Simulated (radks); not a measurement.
Values are calculated unless marked as measured or tabulated.
Ne4+, 6 electrons, occupied as [He] 2s1 2p3 (not the ground configuration).

Code: a radial shooting solver on a logarithmic mesh with Libxc functionals. Model: scalar-relativistic Kohn-Sham, PBEsol, spin-unpolarised, spherical densities, point nucleus.

Energy parts (hartree):
part                      energy
total                 -119.51825
kinetic                119.58528
electron-nucleus      -265.94573
Hartree                 35.95411
exchange-correlation    -9.11191

Orbitals (lengths in bohr, moments of r in powers of bohr; <r^-3> diverges for s and p1/2; r(max) is where P^2 peaks):
orbital  occ.  eigenvalue (hartree)    <r^2>  <r^-3>  r(max)
1s          2             -34.81366  0.03358       -  0.1027
2s          1              -4.76561   0.6964       -  0.6335
2p          3              -3.96065   0.6258   18.21  0.5418
3s          0              -1.51049    4.965       -   1.922

The highest occupied level is 2p at -107.77 eV. The density falls to 0.001 e/bohr^3 at r = 2.03 bohr.
